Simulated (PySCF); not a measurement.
**4-ethynylaniline (c1c(N)ccc(C#C)c1, C$_{8}$H$_{7}$N)**

Cartesian coordinates in Å; atom numbers follow the order of the lines, from 1:
```xyz
16

C     3.9795    0.2921   -0.8691
C     2.8010    0.1397   -0.6182
C     1.4170   -0.0396   -0.3224
C     0.6282    1.0285    0.1396
C    -0.7166    0.8568    0.4259
C    -1.3352   -0.3965    0.2623
N    -2.6579   -0.5793    0.5864
C    -0.5479   -1.4673   -0.2003
C     0.7965   -1.2906   -0.4852
H     5.0216    0.4265   -1.0902
H     1.0887    2.0097    0.2720
H    -1.3065    1.7037    0.7866
H    -3.1227   -1.3912    0.2044
H    -3.2408    0.2440    0.6451
H    -1.0052   -2.4514   -0.3329
H     1.3891   -2.1343   -0.8445
```

The calculation used quadratic response CAM-B3LYP/aug-cc-pVDZ first hyperpolarisability, Taylor convention, gas phase (PySCF 2.14.0). Geometry: PBE0-D3(BJ)/def2-SVP.

Task: Give β for the processes computed.

Result: In au, Taylor convention; the vector part is βᵢ = ⅓ Σⱼ (βᵢⱼⱼ + βⱼᵢⱼ + βⱼⱼᵢ); β∥ is 3/5 of the vector part along the dipole, the dipole points from − to +:
| process | λ (nm) | β vector norm | β∥ | β HRS | depolarisation ratio |
| --- | --- | --- | --- | --- | --- |
| static β(0;0,0) | ∞ | 879.8 | 505.8 | 373.4 | 4.62 |
| second harmonic β(−2ω;ω,ω) | 1907 | 956.5 | 549.8 | 405.4 | 4.64 |
| Pockels β(−ω;ω,0) | 1907 | 904.2 | 519.8 | – | – |
| second harmonic β(−2ω;ω,ω) | 1064 | 1171.9 | 673.5 | 495.0 | 4.68 |
| Pockels β(−ω;ω,0) | 1064 | 962.3 | 553.2 | – | – |

Task: Which lowest excitations, dipole and polarisabilities go with it?

Result: S1 4.63 eV (f = 0.026); S2 4.78 eV (f = 0.154); S3 4.90 eV (f = 0.318); dipole 2.85 D; isotropic α 111.0 au static, 111.7 au at 1907 nm, 113.1 au at 1064 nm, 113.7 au at 953.5 nm, 120.7 au at 532 nm.
